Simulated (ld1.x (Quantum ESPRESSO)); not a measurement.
**Before and after: TM potential for N**

| Property | Result |
| --- | --- |
| Element | nitrogen (N) |
| Generator | ld1.x (Quantum ESPRESSO) 7.5 |
| Type | norm-conserving Troullier–Martins (Kleinman–Bylander form) |
| Functional | PBE |
| Relativity | scalar-relativistic |
| Frozen core | [He] |
| Valence charge | 5 |
| Reference configuration | 2s2 2p1.5 (charge +1.5) |
| Partial waves | 2s (bound): rc 0.85 bohr; 2p (bound): rc 2.30 bohr; 3d channel at 0.3 Ry: rc 1.80 bohr |
| Local potential | all-electron potential smoothed inside 1.30 bohr (lloc = -1) |
| Core correction | none |

Change: wave 2p (bound): rc 2.30 bohr becomes 2p (bound): rc 1.88 bohr.

Cutoffs: the cutoffs (Ry, on a coarse ladder) from which the occupation-weighted sum of valence levels, in a spherical-Bessel basis at the reference potential, stays within 10 and 1 mRy of its value at 400 Ry; they do not see the model core or the augmentation charge, which bear on the density cutoff. Errors are all-electron minus pseudo energies relative to the spin-unpolarised reference configuration.

Predict the effect on cutoff, ghosts and configuration errors.

The potential gets neither clearly harder nor softer (55 Ry and 140 Ry → 55 Ry and 140 Ry); the s channel sets the loose cutoff, while the largest relative change is in p, which becomes harder; of the 7 tests that both files solve, the error grows in 0 and shrinks in 7 by more than 15 % and 0.3 meV (median size 237.5 → 100.9 meV); neither file shows a bound ghost. Less of the atom is replaced, so other configurations are described better.

| quantity | base | changed |
| --- | --- | --- |
| cutoff, loose | 55 Ry | 55 Ry |
| cutoff, tight | 140 Ry | 140 Ry |
| loose cutoff by channel (10 mRy a level) | s 50 Ry, p 25 Ry | s 50 Ry, p 35 Ry |
| bound ghosts | none | none |
| error for 2s2 2p3, meV [ΔE -25.91 eV] | +238 | +101 |
| error for 2s2 2p2, meV [ΔE -12.32 eV] | +51 | +24 |
| error for 2s2 2p1, meV [ΔE 16.53 eV] | +84 | +42 |
| error for 2s0 2p5, meV [ΔE -2.87 eV] | +756 | +365 |
| error for 2s1 2p0, meV [ΔE 141.43 eV] | +2213 | +1278 |
| error for 2s2 2p0, meV [ΔE 63.61 eV] | +1142 | +630 |
| error for 2s2 2p2.5, meV [ΔE -20.82 eV] | +150 | +67 |
